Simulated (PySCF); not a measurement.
## Spinor energies of Sm(24+) (samarium, charge +24)

Start: [Kr] 4d2; 4d3/2 filled at m_j = +1/2, +3/2. Calculated with PySCF 2.14 in an uncontracted even-tempered set (17 s from 1.8 bohr⁻², ratio 2.8; 14 p from 2.3 bohr⁻², ratio 2.8; 9 d from 2.3 bohr⁻², ratio 2.8; 3 f from 8.7 bohr⁻², ratio 3): generalised Hartree-Fock with the X2C-1e Hamiltonian and a Gaussian nucleus; one run each with spin-orbit coupling (SO) switched off, then screened by Boettger's factors.

```csv
spinor shell,electrons,"ε, spin-free (eV)","ε, screened SO (eV)",weight of nominal j (screened SO),"rms radius, screened SO (bohr)"
1s1/2,2,-47814.0,-47805.7,1.000,0.0259
2s1/2,2,-8555.5,-8552.6,1.000,0.105
2p1/2,2,-7707.1,-8131.9,1.000,0.0899
2p3/2,4,-7707.1,-7522.6,1.000,0.0961
3s1/2,2,-2481.2,-2480.1,1.000,0.270
3p1/2,2,-2210.8,-2299.8,1.000,0.261
3p3/2,4,-2210.8,-2171.3,1.000,0.273
3d3/2,4,-1846.2,-1863.5,1.000,0.245
4s1/2,2,-1010.7,-1010.3,1.000,0.571
4p1/2,2,-906.34,-934.88,0.995,0.581
4p3/2,4,-906.34,-893.25,0.997,0.605
4d3/2,2,-780.10,-783.17,0.988,0.607
```

(1) Where does 3d5/2 lie, and what is the 3d spin-orbit splitting (screened SO)?

```csv
quantity,spin-free,screened SO
E (hartree),-10161.67865,-10167.91983
M_J,2,2
⟨J²⟩,8.003,6.080
⟨L²⟩,12.003,10.561
⟨S²⟩,2.000,1.609
```

Each row is a mean over spinors that exchange with the open shell spreads, by up to 12.958 eV (4p1/2).

⟨J²⟩ departs a little from M_J(M_J + 1) because the unrestricted spinors polarise the closed shells.

Breit and QED terms are absent; they matter most for the inner s and p1/2 levels.

Densities and radii are taken from the X2C orbitals without a picture-change correction, which distorts them close to the nucleus.

Without spin-orbit coupling the j labels of p, d and f shells carry no meaning; the spin-free column gives the mean over the occupied spinors of each nl shell, and its ⟨J²⟩ belongs to a mixture of degenerate components.

Results:

(1) At -1833.4 eV, 30.068 eV above 3d3/2.
